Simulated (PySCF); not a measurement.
Two-component Hartree-Fock for Ti (titanium, neutral)

Start: [Ar] 3d2 4s2; 3d3/2 filled at m_j = +1/2, +3/2. Calculated with PySCF 2.14 in x2c-TZVPall-2c with one added diffuse shell each of s, p, d type (7s8p5d1f, 63 functions): generalised Hartree-Fock with the X2C-1e Hamiltonian and a Gaussian nucleus; one run each with spin-orbit coupling (SO) switched off, then screened by Boettger's factors.

| spinor shell | electrons | ε, spin-free (eV) | ε, screened SO (eV) | weight of nominal j (screened SO) | rms radius, screened SO (bohr) |
| --- | --- | --- | --- | --- | --- |
| 1s1/2 | 2 | -5017.8 | -5017.8 | 1.000 | 0.0804 |
| 2s1/2 | 2 | -589.12 | -589.10 | 1.000 | 0.350 |
| 2p1/2 | 2 | -484.81 | -489.03 | 0.993 | 0.319 |
| 2p3/2 | 4 | -484.81 | -482.71 | 0.997 | 0.321 |
| 3s1/2 | 2 | -79.076 | -79.065 | 1.000 | 1.08 |
| 3p1/2 | 2 | -48.925 | -50.370 | 0.654 | 1.18 |
| 3p3/2 | 4 | -48.925 | -48.193 | 0.827 | 1.18 |
| 3d3/2 | 2 | -11.783 | -11.793 | 0.718 | 1.67 |
| 4s1/2 | 2 | -6.069 | -6.068 | 1.000 | 4.04 |

| quantity | spin-free | screened SO |
| --- | --- | --- |
| E (hartree) | -852.73026 | -852.73754 |
| M_J | 2 | 2 |
| ⟨J²⟩ | 8.015 | 7.883 |
| ⟨L²⟩ | 12.008 | 12.006 |
| ⟨S²⟩ | 2.007 | 2.006 |

The determinant has a definite M_J but mixes levels of different J.

Each row is a mean over spinors that exchange with the open shell spreads, by up to 7.256 eV (3p1/2).

Rows whose weight is well below 1 are mixtures of j = l ± 1/2: exchange outweighs spin-orbit coupling there, and the label is only the starting occupation.

Without spin-orbit coupling the j labels of p, d and f shells carry no meaning; the spin-free column gives the mean over the occupied spinors of each nl shell, and its ⟨J²⟩ belongs to a mixture of degenerate components.
